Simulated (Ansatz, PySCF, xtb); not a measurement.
Pulling on the O3–H4 bond in GaH3O2 (SMILES [OH][GaH][OH]) (multiplicity 1 held, fragments rigid). Energies count from the point at 0.963 Å.
Geometry at that point (charge 0, multiplicity 1):
| atom | x (Å) | y (Å) | z (Å) |
|---|---|---|---|
| Ga | -0.2440 | -0.1775 | -0.1512 |
| H | -1.3542 | -1.0163 | -0.8271 |
| O | 0.0204 | 1.5378 | -0.5766 |
| H | 0.7423 | 1.9403 | -0.0819 |
| O | 0.9023 | -0.7560 | 1.1056 |
| H | 0.7953 | -1.6758 | 1.3651 |

Restricted levels (R-, RO-) in cc, def2 and unpolarised 6-31G sets keep to the state of the molecule at rest. Unrestricted levels (U-) break spin symmetry where that is lower. Active spaces are followed from a long bond inwards. Curves can end on different states.

Cores are frozen in the correlated methods. Filled d and f shells under p-block atoms count as core. Rows in LANL2DZ carry no dispersion term and start afresh at each structure. LANL2DZ brings its own core potentials from Na on.

Run with Ansatz (a quantum-chemistry and plane-wave program); PySCF for LANL2DZ rows; xtb for the GFN methods. Values without a source in brackets are computed. The GFN methods have no spin term and hold the electronic entropy of 300 K.

Task: One of these levels gives 673.8 kJ/mol for the energy at R = 3.082 Å. Name it.
(A) GFN2-xTB
(B) CASSCF(4,3)/cc-pVTZ
(C) U-B3LYP/LANL2DZ
(D) R-r2SCAN/cc-pVTZ

Result: D, R-r2SCAN/cc-pVTZ. The others give 570.7 (GFN2-xTB), 488.8 (U-B3LYP/LANL2DZ), 434.9 (CASSCF(4,3)/cc-pVTZ)

Doubts at one or more of the structures used: a restricted determinant that unrestricted orbitals would lower (R-r2SCAN/cc-pVTZ); a spin-contaminated determinant (U-B3LYP/LANL2DZ); active orbitals that take no part (CASSCF(4,3)/cc-pVTZ).
